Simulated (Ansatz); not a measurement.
CH8FNOSi2, SMILES [SiH2]([Si@H](F)N)OC.

The structure is a stationary point at PBE0-D3(BJ)/def2-SVP. The structure was generated by enumeration; whether it is a known compound was not checked. One conformer was computed; it need not be the lowest.

Two levels are set side by side: PBE/def2-SVPD (Ansatz, an electronic-structure program) and PBE0/def2-SVPD (Ansatz). Energy differences of separate SCF runs at the same geometry; the states with an electron removed or added have multiplicity 2 and 2. Differences are taken from unrounded values.

```tsv
quantity	PBE
vertical ionisation energy (eV)	9.23
vertical singlet–triplet gap (eV)	5.21
```

### Question
These are the PBE values. What does PBE0 give? (Estimate from the structure and the level; the computed values follow.)

### Answer

```tsv
quantity	PBE0	PBE minus PBE0
vertical ionisation energy (eV)	9.82	-0.59
vertical singlet–triplet gap (eV)	5.69	-0.48
```
